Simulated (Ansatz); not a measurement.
One change: `[CH3][GeH]([F])[SH]` becomes `[CH3][GeH]([OH])[F]`.

Ansatz, PBE0-D4/def2-TZVP geometries, multiplicity 1. Each molecule was computed in one conformer, which needn't be the lowest.

Scalar relativity is left out up to krypton.

```
                                                                                  property  `[CH3][GeH]([F])[SH]`
                                        size of the dipole moment (ωB97M-V/def2-TZVPP) / D                   2.61
                                                         LUMO energy (PBE/def2-TZVPP) / eV                  -0.74
                                                       LUMO energy (B3LYP/def2-TZVPP) / eV                  -0.05
                                                     LUMO energy (ωB97M-V/def2-TZVPP) / eV                   2.13
                                                   HOMO–LUMO gap (ωB97M-V/def2-TZVPP) / eV                  12.09
ideal-gas entropy at 298 K and 1 bar (rigid rotor, harmonic PBE0-D4/def2-TZVP) / J/(mol·K)                    348
```

Problem. What does the change do to each property? (Best estimate.)

Solution. The calculation gave: 
```csv
property,`[CH3][GeH]([OH])[F]`,shift
size of the dipole moment (ωB97M-V/def2-TZVPP) / D,1.89,-0.72
LUMO energy (PBE/def2-TZVPP) / eV,-0.29,0.45
LUMO energy (B3LYP/def2-TZVPP) / eV,0.27,0.32
LUMO energy (ωB97M-V/def2-TZVPP) / eV,2.25,0.12
HOMO–LUMO gap (ωB97M-V/def2-TZVPP) / eV,13.49,1.40
"ideal-gas entropy at 298 K and 1 bar (rigid rotor, harmonic PBE0-D4/def2-TZVP) / J/(mol·K)",334,-14
```

With PBE0 the HOMO falls by 1.20 eV and the LUMO rises by 0.38 eV, so the gap widens by about 1.58 eV. PBE moves the HOMO by -0.86 eV and ωB97M-V by -1.29 eV. Dipoles are sizes alone; their direction can turn.

B3LYP here is the variant with VWN-RPA as its local correlation; programs differ in this.
